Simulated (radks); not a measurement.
All-electron atom: the hafnium ion Hf+ in [Xe] 4f14 5d1 6s2. Method: non-relativistic Kohn-Sham, PBE, spin-unpolarised, spherical densities, point nucleus; relativity is left out, which matters for an element this heavy; computed with a radial shooting solver on a logarithmic mesh with Libxc functionals.

Local quantities along the radius. ELF = 1/(1 + alpha^2) is the electron localisation function; alpha = (tau - tau_W)/tau_unif compares the Pauli kinetic energy density with that of the uniform gas.

r (bohr)    ELF    alpha
0.001503  0.999  0.02527
0.001749  0.999  0.02651
0.002036  0.999  0.02802
0.002371  0.999  0.02991
0.00276   0.999  0.03226
0.003213  0.999  0.03523
0.00374   0.998  0.03905
0.004389  0.998  0.04433
0.00511   0.997  0.05103
0.005949  0.996  0.06012
0.006925  0.995  0.07275
0.008062  0.992  0.09073
0.009386  0.986   0.1171
0.01093   0.976   0.1570
0.01272   0.954   0.2189
0.01493   0.905   0.3236
0.01738   0.811   0.4829
0.02023   0.656   0.7234
0.02355   0.481    1.039
0.02742   0.359    1.335
0.03192   0.328    1.432
0.03716   0.386    1.261
0.04326   0.513   0.9744
0.05076   0.649   0.7357
0.0591    0.717   0.6287
0.0688    0.707   0.6441
0.08009   0.611   0.7978
0.09324   0.460    1.084
0.1085    0.367    1.315
0.1264    0.408    1.205
0.1471    0.555   0.8949
0.1726    0.688   0.6731
0.201     0.703   0.6504
0.234     0.564   0.8789
0.2724    0.331    1.422
0.3171    0.274    1.627
0.3691    0.451    1.104
0.4297    0.657   0.7233
0.5003    0.722   0.6204
0.5871    0.666   0.7088
0.6835    0.511   0.9785
0.7957    0.350    1.364
0.9263    0.316    1.472
1.078     0.424    1.165
1.255     0.565   0.8781
1.461     0.598   0.8197
1.701     0.478    1.046
1.997     0.253    1.719
2.324     0.146    2.416
2.706     0.191    2.055
3.15      0.424    1.165
3.667     0.709   0.6404
4.269     0.839   0.4387
4.97      0.862   0.4006
5.786     0.815   0.4772
6.79      0.641   0.7476
7.904     0.315    1.474
9.202     0.066    3.757

On this mesh the ELF has minima near r = 0.032, 0.11, 0.32, 0.93, 2.3 bohr, which separate the shells, and maxima near 0.059 (0.72), 0.20 (0.70), 0.50 (0.72), 1.5 (0.60), 5.0 (0.86).

Self-consistent cycle (total energy in hartree, residual of the potential): 1: -14316.75269, 7e+00; 2: -14323.20090, 3e+00; 3: -14324.62781, 1e+00; 4: -14324.60248, 7e-01; 5: -14324.63947, 5e-01; 6: -14324.67938, 2e-01; 7: -14324.68768, 4e-02; 8: -14324.68790, 4e-03; 9: -14324.68790, 7e-04; 10: -14324.68790, 2e-04; 11: -14324.68790, 1e-04; 12: -14324.68790, 8e-06; 13: -14324.68790, 4e-08; 14: -14324.68790, 1e-07; 15: -14324.68790, 2e-07; 16: -14324.68790, 2e-09.
